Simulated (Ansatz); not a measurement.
Isomers of Sn$_{2}$Ge$_{5}$⁺ (doublet), relaxed with PBE-D4/def2-SVP; total energies from Ansatz at PBE0-D4/def2-SVP.

| isomer | description | energy (Eh) |
| --- | --- | --- |
| A | point group Cs; 5 × Ge–Sn 2.70 to 2.97 Å; 4 × Ge–Ge 2.47 to 2.48 Å | -10810.97341 |
| B | point group not assigned; 7 × Ge–Ge 2.53 to 2.80 Å; 5 × Ge–Sn 2.78 to 2.96 Å; 1 × Sn–Sn 3.05 Å | -10810.97969 |

In the def2 sets Sn takes a core potential; there is no spin–orbit coupling.

The isomers come from a short search, and lower ones may exist.

Work out the relative energies (1 Eh = 2625.5 kJ/mol) and the Boltzmann populations at 500 K from electronic energies alone (R = 8.314 J/mol/K).

ΔE: A 16.5, B 0.0 kJ/mol. RT = 4.16 kJ/mol. Factors exp(−ΔE/RT): A 0.0189, B 1; sum 1.019. Populations: A 1.9 %, B 98.1 %. Zero-point energy, vibrational entropy and symmetry numbers are left out and can shift these; an error of 4 kJ/mol changes a ratio by a factor of 2.6. Over the other density-functional and correlated levels in def2 sets, the gap between B and A ranges from 15 to 20 kJ/mol.
